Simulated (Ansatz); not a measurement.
`C[SiH]1N=C1F` and `FC1=N[SiH]1Cl` differ in one atom or group.

Ansatz, PBE0-D4/def2-TZVP geometries, multiplicity 1. 

| property | `C[SiH]1N=C1F` |
| --- | --- |
| HOMO–LUMO gap (PBE0/def2-TZVPP) / eV | 6.73 |
| LUMO energy (PBE0/def2-TZVPP) / eV | -0.51 |
| LUMO energy (B3LYP/def2-TZVPP) / eV | -0.74 |
| size of the dipole moment (PBE/def2-TZVPP) / D | 3.29 |
| LUMO energy (PBE/def2-TZVPP) / eV | -1.42 |
| size of the dipole moment (ωB97M-V/def2-TZVPP) / D | 3.67 |

Give the same properties after the change, and the shifts. (An estimate is asked.)

Computed: 
| property | `FC1=N[SiH]1Cl` | shift |
| --- | --- | --- |
| HOMO–LUMO gap (PBE0/def2-TZVPP) / eV | 6.76 | 0.03 |
| LUMO energy (PBE0/def2-TZVPP) / eV | -0.95 | -0.44 |
| LUMO energy (B3LYP/def2-TZVPP) / eV | -1.17 | -0.43 |
| size of the dipole moment (PBE/def2-TZVPP) / D | 2.08 | -1.21 |
| LUMO energy (PBE/def2-TZVPP) / eV | -1.91 | -0.49 |
| size of the dipole moment (ωB97M-V/def2-TZVPP) / D | 2.45 | -1.22 |

The zero-point energy changes by -91.2 kJ/mol with -9 modes. Dipoles are sizes alone; their direction can turn.

B3LYP here is the variant with VWN-RPA as its local correlation; programs differ in this.
